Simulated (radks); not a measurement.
Results of a calculation; reference values are marked as such.
Polarisability of the chromium ion Cr6+, [Ar], at imaginary frequency. Level of theory: scalar-relativistic Kohn-Sham, LB94 model potential, spin-polarised, spherical densities, finite nucleus; Fermi nuclear charge, rms radius 3.6452 fm (a radial shooting solver on a logarithmic mesh with Libxc functionals). Response by self-consistent Sternheimer equations with the Hartree and adiabatic LDA kernel, the relativistic mass of each level held fixed and spin-orbit coupling left out.

w (hartree),alpha1(iw) (bohr^3),alpha2(iw) (bohr^5)
0.00266,0.8285,0.7349
0.0143,0.8285,0.7348
0.0360,0.8283,0.7348
0.0697,0.8278,0.7346
0.118,0.8264,0.7341
0.186,0.8233,0.7331
0.280,0.8169,0.7308
0.413,0.8036,0.7261
0.605,0.7770,0.7165
0.892,0.7248,0.6963
1.35,0.6276,0.6537
2.12,0.4693,0.5659
3.59,0.2738,0.4057
6.94,0.1125,0.1937
17.5,0.02792,0.04240

Static values: alpha1 = 0.8285 bohr^3 (0.1228 angstrom^3; uncoupled 1.327), alpha2 = 0.7349 bohr^5, alpha3 = 1.405 bohr^7. C6 = 1.288, C8 = 7.082, triple-dipole C9 = 0.7766 atomic units. One-pole (London) frequency 4 C6 / (3 alpha1^2) = 2.502 hartree, against 5.845 for minus the highest occupied eigenvalue.
